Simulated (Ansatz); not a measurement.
Ideal-gas functions of CAlCl2NO, SMILES `O=C=[N][Al]([Cl])[Cl]` at 500 K and 1 bar, from an Ansatz frequency run at PBE0-D4/def2-TZVP.

Molar mass 139.9 g/mol, point group C2v (symmetry number 2), electronic degeneracy 1, moments of inertia 228.179, 470.948, 699.127 u Å². Harmonic wavenumbers (cm⁻¹, unscaled): 27, 64, 141, 200, 228, 391, 631, 641, 653, 664, 1521, 2410.

Use S(trans) = R[1.5 ln M + 2.5 ln T − 1.1517]; rotational temperatures θ = 24.2544 K / I; S(rot) = R[ln(√π/σ · √(T³/θAθBθC)) + 1.5]; for each mode x = 1.438777 ν̃/T, S = R[x/(eˣ − 1) − ln(1 − e⁻ˣ)] and H = RT x/(eˣ − 1); 1 cm⁻¹ = 0.0119627 kJ/mol; R = 8.31446 J/(mol·K).

Q: By hand: the entropy, in J/(mol·K).

A: Translation 181.2. Rotation: θ = 0.1063, 0.0515, 0.0347 K, giving 124.6. Vibration, mode by mode: 29.56, 22.39, 15.87, 13.02, 11.97, 7.76, 4.41, 4.31, 4.19, 4.09, 0.57, 0.06, in all 118.2. Electronic 0.0. Sum 424.0 J/(mol·K).

Q: By hand: H − E and G − E in kJ/mol, counted from the electronic energy.

A: Zero-point energy ½ × 7571 × 0.0119627 = 45.3; thermal vibration 25.4; translation, rotation and pV give 4 RT = 16.6. H − E = 87.3 kJ/mol, and G − E = 87.3 − 500 × 424.0/1000 = -124.7 kJ/mol.

Vibration gives 28 % of the entropy, 67.8 J/(mol·K) of it from the modes under 150 cm⁻¹: soft modes count most, and the harmonic formula is weakest for them. The sum counts one conformer and one mirror image; others add a mixing term.
